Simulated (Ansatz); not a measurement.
BeCl2(H2O)2 (BeCl₂O₂H₄). Total charge 0; singlet. Geometry B3LYP-D4/def2-SVP; atoms count from 1.

```xyz
9

Be    0.219    0.344    0.008
Cl   -0.118    1.535    1.529
Cl    1.472    0.587   -1.481
O    -1.340    0.120   -0.745
H    -1.245    0.340   -1.688
H    -1.953    0.762   -0.349
O     0.658   -1.188    0.722
H     0.800   -1.040    1.672
H     1.507   -1.461    0.333
```

Q: Estimate the Mulliken populations from the PBE0/def2-TZVP orbitals of Ansatz.

A: 
```tsv
atom	charge (e)
Be1	0.13
Cl2	-0.38
Cl3	-0.38
O4	-0.43
H5	0.37
H6	0.37
O7	-0.43
H8	0.37
H9	0.37
```
Mulliken values and Mayer orders depend strongly on the basis.

Q: And the Mayer bond orders between bonded heavy atoms (over 0.3)?

A: Be1–Cl2 0.99 (1.96 Å); Be1–Cl3 0.99 (1.96 Å); Be1–O4 0.55 (1.75 Å); Be1–O7 0.55 (1.75 Å).
